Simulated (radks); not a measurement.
The chlorine ion Cl13+, 4 electrons, occupied as [He] 2s2 (the NIST ground configuration).

Calculated with a radial shooting solver on a logarithmic mesh with Libxc functionals: non-relativistic Kohn-Sham, PW91, spin-polarised, spherical densities, point nucleus.

Energy parts (eV):
total: -9127.022
kinetic: 9123.865
electron-nucleus: -18931.700
Hartree: 1044.901
exchange-correlation: -364.088

Orbitals (lengths in bohr, moments of r in powers of bohr; r(max) is where P^2 peaks; r(90%) holds 90 % of the orbital's charge):
| orbital | occ. | eigenvalue (eV) | r(max) | r(90%) | <r^4> |
|---|---|---|---|---|---|
| 1s | 2 | -3371.183 | 0.05978 | 0.162 | 0.0003096 |
| 2s | 2 | -720.3042 | 0.3328 | 0.592 | 0.05121 |

The highest occupied level is 2s at -720.30 eV. The density falls to 0.001 e/bohr^3 at r = 1.08 bohr.
